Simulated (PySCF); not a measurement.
Species: C4H9OSi (doublet state).
Z-matrix (Å and degrees, GFN2-xTB geometry), rows numbered from 1:
```
C 
C   1  1.2980
C   2  1.5300  1  123.39
C   3  1.5239  2  110.22  1  -104.50
O   2  1.3557  1  125.29  3  -179.23
Si  5  1.6296  2  128.08  1     1.68
H   1  1.0631  2  136.42  3    -1.04
H   3  1.0916  2  107.05  1   135.76
H   3  1.0899  2  109.67  1    17.48
H   4  1.0877  3  110.48  2    63.43
H   4  1.0883  3  110.07  2  -176.63
H   4  1.0874  3  110.26  2   -56.67
H   6  1.4626  5  110.86  2   -58.31
H   6  1.4561  5   98.66  2  -177.52
H   6  1.4634  5  110.77  2    63.30
```

The hyperfine couplings belong to this conformer and change with its torsions.

Identity: `[H]/[C]=C(\CC)O[SiH3]` [radical].

Method: UKS B3LYP, pcH-1 on C H O Si, non-relativistic, mean-field spin-orbit, GIAO in PySCF 2.14.0. The structure is a single GFN2-xTB conformer in the gas phase; no vibrational or solvent corrections. Couplings are sensitive to structure, and on GFN2-xTB geometries they can be far from those on DFT ones. The SCF solution wasn't tested for stability.

(1) Where do the isotropic ENDOR lines of H7, H8/H9, H10/H11/H12 and H13/H14/H15 fall at 338.0 mT, to first order?

(2) Which pairs are centred on the nuclear Larmor frequency, and which on half the coupling?

Results:

(1) ν± = |νn ± a/2|, one line for each electron-spin manifold; νn = |g_N| × 7.62259 MHz/T × B.

```json
{"nuclei": "H7", "isotope": "1H", "g_N": "5.5857", "νn (MHz)": "14.39", "a_iso (MHz)": "24.35", "lower line (MHz)": "2.22", "upper line (MHz)": "26.57"}
{"nuclei": "H8/H9", "isotope": "1H", "g_N": "5.5857", "νn (MHz)": "14.39", "a_iso (MHz)": "8.69", "lower line (MHz)": "10.05", "upper line (MHz)": "18.73"}
{"nuclei": "H10/H11/H12", "isotope": "1H", "g_N": "5.5857", "νn (MHz)": "14.39", "a_iso (MHz)": "3.00", "lower line (MHz)": "12.89", "upper line (MHz)": "15.89"}
{"nuclei": "H13/H14/H15", "isotope": "1H", "g_N": "5.5857", "νn (MHz)": "14.39", "a_iso (MHz)": "2.52", "lower line (MHz)": "13.13", "upper line (MHz)": "15.65"}
```

(2) Centred on νn, since |a| < 2νn: H7, H8/H9, H10/H11/H12 and H13/H14/H15. No pair has |a| > 2νn.

Class means assume fast exchange of nuclei equivalent by connectivity; if that motion is slow, each nucleus keeps its own coupling. The three 1H nuclei of mean +3.0 MHz run from 0.3 to 7.0 MHz in the frozen geometry. The 1H value of +8.7 MHz is a mean of couplings from 2.8 to 14.6 MHz in this one geometry, not an average over conformers.
